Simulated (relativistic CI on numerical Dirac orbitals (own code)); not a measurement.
# Line list: Electric-dipole lines, Yb⁴⁰⁺

Computed by Dirac-Coulomb-Breit CI, separate exchange-only KLI orbitals for each configuration, model QED (radiative potential, 1s self-energy scaled to tabulated hydrogen-like ionisation energies), unscaled Slater integrals (own radial code, finite nucleus).

CI space (outside the closed core [Ar]): 3d10 4s2, 3d10 4s 4p, 3d10 4p2, 3d10 4s 4d, 3d10 4d2, 3d10 4s 4f, 3d10 4p 4d, 3d10 4f2, 3d10 4p 4f, 3d10 4d 4f, 3d10 4s 5s, 3d10 4s 5p, 3d10 4s 5d, 3d10 4s 5f, 3d10 4s 5g, 3d10 4s 6s, 3d10 4s 6p, 3d10 4s 6d, 3d10 4s 6f, 3d10 4s 7s, 3d9 4s2 4p, 3d9 4s2 4d, 3d9 4s2 4f, 3d9 4s2 5s, 3d9 4s2 5p, 3d9 4s2 5d. Double excitations out of closed p, d and f shells are left out; levels of such configurations are missing from the list, as are those of other unlisted configurations, and high levels can miss mixing partners. These lack a partner that the ground configuration has and come out too high: 3d9 4s2 4p, 3d9 4s2 4d, 3d9 4s2 4f, 3d9 4s2 5s, 3d9 4s2 5p.

| λ vac (nm) | Lower | Upper | A (s⁻¹) | gf | Branching (%) |
| --- | --- | --- | --- | --- | --- |
| 0.66950 | 3d10 4s2 1S_0 [1] | 3d9 4s2 4f 1P°_1 [168] | 3.14e+14 | 6.32e+00 | 99.2 |
| 0.69054 | 3d10 4s2 1S_0 [1] | 3d9 4s2 4f 3D°_1 [160] | 7.44e+13 | 1.60e+00 | 99.0 |
| 1.5465 | 3d10 4s 4p 3P°_2 [4] | 3d10 4s 5d 3D_3 [92] | 3.88e+12 | 9.75e-01 | 85.8 |
| 1.7150 | 3d10 4s 4d 3D_1 [9] | 3d10 4s 5f 3F°_2 [95] | 6.23e+12 | 1.37e+00 | 82.5 |
| 1.7205 | 3d10 4s 4d 3D_2 [10] | 3d10 4s 5f 3F°_3 [96] | 6.36e+12 | 1.98e+00 | 84.5 |
| 1.7475 | 3d10 4s 4d 3D_3 [11] | 3d10 4s 5f 3F°_4 [97] | 7.54e+12 | 3.11e+00 | 98.7 |
| 2.0830 | 3d10 4p 4d 3F°_4 [21] | 3d10 4s 5g 3G_5 [101] | 7.11e+12 | 5.08e+00 | 48.3 |
| 2.1019 | 3d10 4s 4f 3F°_2 [24] | 3d10 4s 5g 3G_3 [99] | 1.16e+13 | 5.38e+00 | 78.8 |
| 2.1080 | 3d10 4s 4f 3F°_3 [25] | 3d10 4s 5g 3G_4 [100] | 9.45e+12 | 5.66e+00 | 64.1 |
| 2.1292 | 3d10 4s 4f 3F°_4 [27] | 3d10 4s 5g 3G_5 [101] | 7.57e+12 | 5.66e+00 | 51.5 |
| 5.7293 | 3d10 4p2 3P_0 [6] | 3d10 4p 4d 3D°_1 [16] | 8.46e+11 | 1.25e+00 | 90.1 |
| 5.7449 | 3d10 4s 4p 3P°_1 [3] | 3d10 4s 4d 3D_2 [10] | 7.09e+11 | 1.75e+00 | 98.6 |
| 5.8767 | 3d10 4p 4d 3F°_3 [17] | 3d10 4d2 1G_4 [38] | 4.31e+11 | 2.01e+00 | 71.8 |
| 5.9678 | 3d10 4p2 1D_2 [8] | 3d10 4s 4f 1F°_3 [19] | 3.89e+11 | 1.45e+00 | 92.8 |
| 6.0195 | 3d10 4p 4d 3D°_1 [16] | 3d10 4d2 3F_2 [35] | 7.08e+11 | 1.92e+00 | 53.0 |
| 7.1723 | 3d10 4s 4d 3D_2 [10] | 3d10 4p 4d 3D°_3 [26] | 4.52e+11 | 2.44e+00 | 62.3 |
| 7.3069 | 3d10 4s 4d 3D_1 [9] | 3d10 4s 4f 3F°_2 [24] | 4.00e+11 | 1.60e+00 | 79.7 |
| 7.3713 | 3d10 4s2 1S_0 [1] | 3d10 4s 4p 1P°_1 [5] | 4.45e+11 | 1.09e+00 | 100.0 |
| 7.5346 | 3d10 4s 4p 1P°_1 [5] | 3d10 4s 4d 1D_2 [14] | 6.57e+11 | 2.80e+00 | 81.3 |
| 7.6310 | 3d10 4s 4d 3D_3 [11] | 3d10 4s 4f 3F°_4 [27] | 5.41e+11 | 4.25e+00 | 100.0 |
| 7.6645 | 3d10 4s 4p 3P°_2 [4] | 3d10 4p2 3P_2 [12] | 2.58e+11 | 1.14e+00 | 94.6 |
| 7.6657 | 3d10 4p2 3P_2 [12] | 3d10 4p 4d 3P°_2 [28] | 4.65e+11 | 2.05e+00 | 81.9 |
| 7.6691 | 3d10 4s 4d 1D_2 [14] | 3d10 4p 4d 1F°_3 [30] | 7.74e+11 | 4.78e+00 | 80.8 |
| 7.7104 | 3d10 4s 4p 3P°_2 [4] | 3d10 4s 4d 3D_3 [11] | 3.14e+11 | 1.96e+00 | 100.0 |
| 7.7631 | 3d10 4p 4d 3D°_3 [26] | 3d10 4d2 3F_4 [46] | 5.37e+11 | 4.37e+00 | 68.6 |
| 7.9320 | 3d10 4p2 3P_1 [7] | 3d10 4p 4d 3P°_2 [18] | 2.48e+11 | 1.17e+00 | 72.7 |
| 7.9996 | 3d10 4s 4f 3F°_4 [27] | 3d10 4p 4f 3G_5 [44] | 4.74e+11 | 5.00e+00 | 99.9 |
| 8.0317 | 3d10 4d2 3F_4 [46] | 3d10 4d 4f 3G°_5 [65] | 5.09e+11 | 5.41e+00 | 72.0 |
| 8.0745 | 3d10 4p 4d 1F°_3 [30] | 3d10 4p 4f 1G_4 [51] | 7.13e+11 | 6.27e+00 | 79.7 |
| 8.2855 | 3d10 4p 4f 1G_4 [51] | 3d10 4d 4f 1H°_5 [70] | 6.08e+11 | 6.88e+00 | 82.3 |

Terms are leading LS components. Brackets give the number of a level in order of energy, since labels repeat. The list gives strong lines, with weight on those to low levels, without lines whose two gauges differ by over a factor of 2.5, among the lowest 168 of 202 levels, so that lines to higher ones, which can be the strongest, are missing. Levels whose partners in the same complex of configurations lie outside the list can be far off, and so can their lines. Rates are taken at the computed energies, electric ones in the length gauge.

At this charge energies of transitions that change n are usually good to better than 1 %, and those within a shell (Δn = 0) to a few per cent.

Task: From the table, what is the radiative lifetime of 3d10 4s 5g 3G_5?

Result: The listed rates from this level add up to about 1.47e+13 s⁻¹, 100 % of its decay; with all channels τ = 6.80e-14 s.

LS names give the leading component of a level, which can be under half, so a name can repeat, a term be missing and a line seem to break the LS rules.
